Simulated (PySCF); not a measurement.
TDDFT excited states: C2H5F4NW

W(NEt)F4, C2H5F4NW (singlet state).
Geometry (PBE0-D3(BJ)/def2-SVP, Å), atoms numbered from 1 in this order:
```xyz
13
C2H5F4NW angstrom
W      0.5047    0.0183   -1.9048
N      0.4831   -0.0170   -0.2030
C      0.3975   -0.0486    1.2170
C     -1.0437    0.0015    1.6991
H      0.8991   -0.9669    1.5683
H      0.9758    0.8044    1.6126
H     -1.0703   -0.0294    2.7980
H     -1.5363    0.9259    1.3648
H     -1.6152   -0.8547    1.3130
F      2.3232    0.0312   -2.3406
F      0.5049    1.8436   -2.3173
F     -1.3027    0.0266   -2.3873
F      0.5106   -1.7870   -2.3975
```

Computed, not measured: PySCF 2.14.0, density-fitted response routines, TDDFT CAM-B3LYP/def2-SVPD, vertical, gas phase, core orbitals frozen in the response, def2 core potentials past Kr. Spin–orbit coupling is left out.

```csv
state,E (eV),λ (nm),ν̃ (cm⁻¹),f,"main configurations (H = HOMO, L = LUMO)"
S1,4.36,284.7,35130,0.0005,H→L (96%)
S2,4.42,280.7,35620,0.0005,H-1→L (98%)
S3,5.48,226.5,44160,0.0000,"H→L+1 (58%), H-1→L+2 (37%)"
S4,5.77,215.0,46510,0.0009,"H-1→L+2 (59%), H→L+1 (36%)"
S5,5.79,214.1,46710,0.0011,"H→L+2 (46%), H-1→L+1 (45%)"
S6,6.64,186.7,53550,0.0034,H→L+3 (92%)
S7,6.71,184.8,54110,0.0034,H-1→L+3 (92%)
S8,7.10,174.7,57250,0.0002,H-3→L (91%)
S9,7.12,174.1,57440,0.0000,H-5→L (98%)
S10,7.33,169.1,59130,0.013,"H-7→L (56%), H-9→L (42%)"
```

Triplets (Tamm–Dancoff): T1 4.14 eV, H→L (96%); T2 4.20 eV, H-1→L (97%); T3 4.61 eV, H→L+2 (53%), H-1→L+1 (39%); T4 4.98 eV, H-1→L+1 (53%), H→L+2 (39%).

The lowest singlet comes at 285 nm (420 kJ/mol) in the ultraviolet; it is very weak; its leading configuration is HOMO→LUMO (96%). The most intense listed level is S10 at 7.33 eV (169 nm, f = 0.013), 2.98 eV above S1. It is the last of those listed, so stronger ones may follow. For S1 the Löwdin share of tungsten is 16% in HOMO and 69% in LUMO. The listed states span 2.98 eV, and the widest gap between neighbours is 1.06 eV (S2 to S3). Weighted by f, the mean energy of these states is 6.86 eV. Of the 10 states listed, 1 reaches f = 0.01 and 3 stay under 0.0005. All these states lie below the vertical ionisation energy of 11.28 eV (ΔSCF). Singlets were solved by full linear response, triplets in the Tamm–Dancoff approximation.
